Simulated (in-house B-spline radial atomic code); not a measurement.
A run on an ion of nuclear charge 43 with 43.8 electrons that did not converge. Method: scalar-relativistic (X2C) LDA PW92, spin-polarised, spherical fractional occupations, Fermi nucleus of rms radius 4.41117 fm; computed with a B-spline radial code for spherical atoms.

Command:
```bash
python run_scf.py task.json out
```
Settings (nuclear radius in fm, mass in u):
```
Z                43
configuration    [Kr] 4d5.8 5s2
hamiltonian      x2c
method           lda,pw
spin_polarised   True
nucleus          fermi
rms_radius       4.41117
atomic_mass      96.90636
speed_of_light   137.035999084
```

First and last ten iterations of the last attempt (damped for 15 steps, keeping 80 % of the old Fock matrix, then DIIS):
```
 iter        energy (Eh)    residual
    1       -4273.646405    3.20e-01
    2       -4275.066621    3.38e-01
    3       -4277.728196    2.18e-01
    4       -4279.131699    1.45e-01
    5       -4279.844227    9.75e-02
    6       -4280.191478    6.80e-02
    7       -4280.354009    4.88e-02
    8       -4280.427695    3.34e-02
    9       -4280.460797    2.22e-02
   10       -4280.476073    1.60e-02
  111       -4280.491468    2.59e-03
  112       -4280.491443    2.65e-03
  113       -4280.491645    2.36e-03
  114       -4280.378268    2.30e-02
  115       -4280.378554    2.30e-02
  116       -4280.380371    2.27e-02
  117       -4280.380586    2.26e-02
  118       -4280.380675    2.26e-02
  119       -4280.380576    2.26e-02
  120       -4280.380620    2.26e-02
 not converged after 120 iterations
```

The smallest residual met was 6.4e-04; the threshold is about 4e-07. No energy from this run should be used. The likely cause: this method binds the added charge weakly or not at all at the basis-set limit, so charge moves back and forth between the atom and the box. Run time, properties included: 1.8 s on 1 thread of Arm Neoverse V2 (shared host).
